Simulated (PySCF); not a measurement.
C4H10OSi, SMILES [SiH2]1CC[C@@H]1CO. Atoms are numbered in the order given.

```xyz
16

O      2.4961     1.0580    -0.4349
C      1.7388    -0.1145    -0.1699
C      0.3402     0.1772     0.3481
C     -0.6644     0.8680    -0.6349
C     -2.0232     0.2951    -0.1264
Si    -1.0144    -1.1593     0.5885
H      2.0046     1.5646    -1.1073
H      2.3153    -0.6842     0.5894
H      1.6673    -0.7722    -1.0743
H      0.4113     0.7813     1.2800
H     -0.4710     0.5048    -1.6696
H     -0.6058     1.9783    -0.6626
H     -2.8105     0.1373    -0.8877
H     -2.4423     0.9196     0.6894
H     -1.3166    -1.7113     1.9583
H     -0.8672    -2.3076    -0.3774
```

Geometry: PBE-D3(BJ)/def2-SVP. The structure was generated by enumeration; whether it is a known compound was not checked. One conformer was computed; it need not be the lowest.

Computed with PySCF with SMD-PBE0/6-31G*.

Solvation free energies are E(SMD) − E(gas) at the gas-phase geometry, for 1 M in both phases. In vacuum the dipole moment is 1.78 D.

Computed solvation free energies in water, ethylethanoate, chlorobenzene:
```json
[
 {"solvent": "water", "ΔG(solv) (kcal/mol)": "-4.0", "its non-electrostatic (CDS) part": "3.4", "dipole (D)": "2.29"},
 {"solvent": "ethylethanoate", "ΔG(solv) (kcal/mol)": "-4.9", "its non-electrostatic (CDS) part": "-2.1", "dipole (D)": "1.99"},
 {"solvent": "chlorobenzene", "ΔG(solv) (kcal/mol)": "-4.8", "its non-electrostatic (CDS) part": "-2.1", "dipole (D)": "1.99"}
]
```
